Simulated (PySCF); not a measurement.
F₃S, SMILES F[S+](F)F, charge +1.

Geometry optimised at B3LYP-D3(BJ)/def2-TZVP. The isomer is the one that the SMILES or the coordinates give; other isomers of the formula were not compared.

The numbers are results of PBE/def2-TZVPD run with PySCF, not measurements.

Symmetry labels are those of the subgroup Cs that the program uses (full group C3v).

Computed valence orbital energies around the gap with their symmetry:
```
orbital  symmetry  energy (eV)
-------  --------  -----------
HOMO−7         A'       -23.33
HOMO−6         A'       -22.28
HOMO−5         A'       -20.47
HOMO−4         A"       -20.47
HOMO−3         A'       -19.31
HOMO−2         A"       -19.31
HOMO−1         A"       -18.82
HOMO           A'       -17.46
LUMO           A"       -10.18
LUMO+1         A'       -10.18
LUMO+2         A'        -7.58
LUMO+3         A'        -4.78
```
